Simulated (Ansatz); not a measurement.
The cluster Ta₂Te₄, relaxed as a singlet with RKS r2SCAN-D4/def2-SVP in Ansatz, starting from the GFN1-xTB geometry. Force threshold 0.02 eV/Å.

In the def2 sets Ta, Te take a core potential; there is no spin–orbit coupling. The restricted singlet is unstable towards broken spin symmetry in Hartree–Fock (as tested in another run); at r2SCAN-D4/def2-SVP this wasn't settled. Another isomer (triplet) lies 1.78 eV lower at PBE0-D4/def2-TZVP; other spin states weren't run for this one.

Start:

Cartesian coordinates in Å:
```
Ta 0.5053 -1.4628 1.3481
Ta 0.4136 1.0778 1.0647
Te 1.3640 0.7514 -1.6970
Te -1.9106 -0.3358 1.7779
Te 0.6354 -1.8696 -1.3270
Te -1.0075 1.8389 -1.1667
```

**Question.** Estimate the energy that the relaxation releases and the steps that it takes.

**Answer.** 17.1 kcal/mol, in 8 steps; 74 s on 4 threads of Arm Neoverse V1 on a shared host. No frequencies were taken in this run, so the end may be a saddle point.

**Question.** Does the start keep its bonding and symmetry?

**Answer.** By distances, no bond broke or formed. The bond that changes most is Te3–Te5, from 2.75 to 2.96 Å (atoms count from 1).

**Question.** Predict the relaxed structure.

**Answer.** 
```xyz
6

Ta    0.248   -1.426    1.088
Ta    0.207    0.929    1.073
Te    1.546    0.903   -1.742
Te   -1.885   -0.200    2.313
Te    0.849   -1.957   -1.445
Te   -0.964    1.751   -1.287
```
Bond lengths (bridged metal pairs left out): 5 × Ta–Te 2.66 to 3.12 Å; 2 × Te–Te 2.69 to 2.96 Å.
